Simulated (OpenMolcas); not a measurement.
**Pd2+: ligand-field states by method**

Pd2+ with 6 ligands (fluoride) in trigonal antiprismatic coordination (D3d) at 2.17 Å, a polar angle of 56.9° against the regular 54.74°. A charge of +0.667 e stands 2.8 Å behind each ligand. Ligand basis ANO-RCC-VDZP.
```
Pd    0.0000    0.0000    0.0000
F     0.0000    1.8184    1.1842
F    -1.5748   -0.9092    1.1842
F     1.5748   -0.9092    1.1842
F     0.0000   -1.8184   -1.1842
F     1.5748    0.9092   -1.1842
F    -1.5748    0.9092   -1.1842
```

| Quantity | Value |
| --- | --- |
| Program | OpenMolcas 26.06 |
| Basis | ANO-RCC-VDZP [6s5p3d1f] |
| Scalar Hamiltonian | DKH2, point nucleus |
| Active space | 8 electrons in 5 orbitals (4d) |
| State averaging | 2S+1 = 3 even, 10 roots; 2S+1 = 1 even, 15 roots |
| Spin-orbit coupling | RASSI with atomic mean-field integrals over the reference wave functions |

I. CASSCF
II. SS-CASPT2, IPEA 0.25 Eh, imaginary shift 0.1 Eh (closed shells correlated: 4s 4p and the ligand valence shells)

Spin-free states (labels of D3, the rotations of D3d) in cm-1, each column counted from its own energy of the first state listed:

```csv
State,Degeneracy,I,II
3A2,1,0,0
3A1,1,9668,10730
3E,2,9935,11030
1E,2,13624,10150
3E,2,15725,17500
3A2,1,16604,18830
1A1,1,22317,19010
1A1,1,23149,20340
1E,2,23332,21510
3A2,1,25800,26670
1A2,1,27275,25430
1E,2,27498,25720
3E,2,27500,28250
1E,2,35026,36140
1E,2,35839,36920
1A1,1,36398,37390
1A1,1,58891,53870
```

From I to II, I's first state of the same spin (3A1) moves from 9668 to 10730 cm-1, by about +1100 cm-1.

From I to II, I's first state of another spin (1E) moves from 13624 to 10150 cm-1, by about -3500 cm-1.

χT at 300 K: I 1.57, II 1.52 cm3 K/mol.

Roots that are degenerate in the reference are averaged as groups; the widest CASPT2 spread within a group is 79 cm-1 (the 2-fold group of multiplicity 1 near 21500 cm-1 above the lowest state of its run, II). Shifts and gaps below about the spread of the groups concerned are not significant. Over all roots computed the reference weight is 0.69 to 0.70 in II; a low but even weight reflects the number of correlated electrons. Real 4d8 and 5d8 ions are as a rule square planar and diamagnetic. Ligand-to-metal charge-transfer states are missing. With no ligand orbital active B as a rule stays too high, so bands that hang on it stand too high and its fall with covalency is understated. Without dynamic correlation the repulsion within the d shell is too large (B by tens of per cent), so at a given field states of lower spin stand too high (holds for I). With metal d orbitals alone the field can be off either way by tens of per cent (holds for I). With one d shell and no ligand orbital active, 10Dq can be off by a tenth or more (holds for II). Free-ion shares, where given, are those of the reference states; single-state CASPT2 does not remix them (holds for II). No measured value stands beside these numbers; the geometry is a model, was not optimised and need not be the one that this ion takes.
